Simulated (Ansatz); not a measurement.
C₂H₇NSn (`N/C=[CH]/[SnH3]`), relaxed with RKS PBE0-D4/def2-TZVP in Ansatz from a PBE-D4/def2-SVP geometry. The force threshold is 0.005 eV/Å; the program also tests the step.

Total charge 0; spin multiplicity 1. Sn: def2 effective core potential.

Start:

```xyz
11

N    -0.332   -2.262   -0.538
C     0.150   -1.002   -0.251
C    -0.581    0.113    0.025
Sn    0.347    1.942    0.587
H    -1.323   -2.350   -0.770
H     0.278   -2.902   -1.047
H     1.255   -0.965   -0.210
H    -1.684    0.059   -0.022
H    -0.133    3.247   -0.450
H    -0.038    2.404    2.215
H     2.060    1.716    0.461
```

Q: How much energy does the relaxation release, and in how many steps? (An estimate is asked.)

A: Ansatz gave: 5.13 kJ/mol, in 9 steps, 1 of them rejected.

Q: Which bonds change most? (An estimate is asked.)

A: The calculation gave: C3–Sn4 from 2.127 to 2.101 Å; Sn4–H10 from 1.735 to 1.712 Å; Sn4–H9 from 1.735 to 1.712 Å; Sn4–H11 from 1.733 to 1.711 Å.

Q: Give the relaxed structure. (An estimate is asked.)

A: Ansatz gave: 
```xyz
11

N    -0.331   -2.240   -0.530
C     0.154   -0.986   -0.248
C    -0.567    0.103    0.048
Sn    0.346    1.918    0.581
H    -1.308   -2.309   -0.760
H     0.261   -2.850   -1.068
H     1.242   -0.948   -0.232
H    -1.653    0.035    0.025
H    -0.113    3.185   -0.475
H    -0.070    2.399    2.171
H     2.040    1.691    0.487
```
